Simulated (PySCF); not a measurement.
**Which element holds O most strongly?**

r²SCAN in PySCF with def2-TZVPPD on every atom (core potentials on Mo), for the lowest determinant that a PBE0 search found; no spin–orbit coupling. D0 is De less the harmonic zero-point energy.

| M | state (unpaired electrons) | Re (Å) | ωe (cm⁻¹) | D0(MO) (eV) |
| --- | --- | --- | --- | --- |
| B | doublet (σ ↑) | 1.206 | 1895 | 8.59 |
| Ga | doublet (σ ↑) | 1.696 | 774 | 4.48 |
| Al | doublet (σ ↑) | 1.619 | 989 | 5.39 |
| P | doublet (π ↑) | 1.482 | 1250 | 6.09 |
| Mo | quintet (σ ↑, π ↑, δ ↑↑) | 1.695 | 953 | 5.35 |
| C | singlet (closed shell) | 1.127 | 2193 | 10.93 |
| Zn | triplet (σ ↑, π ↑) | 1.853 | 541 | 1.69 |

Problem. Order the elements by D0 and give the energy of AlO + P → PO + Al.

Solution. C > B > P > Al > Mo > Ga > Zn; ΔE = 5.39 − 6.09 = -0.70 eV at r²SCAN/def2-TZVPPD. Close neighbours can swap at other levels.

The metal atom is held in its measured ground configuration; semilocal functionals can put another filling of s and d lower by some tenths of an eV, and De to that atom would be smaller. These are scalar-relativistic numbers at best; spin–orbit coupling would shift them, the dissociation energy most. States were picked by a PBE0 search and need not be the measured ground states. The state is the lowest single determinant that the PBE0 search found; with open d or f shells the true ground state can be another one.
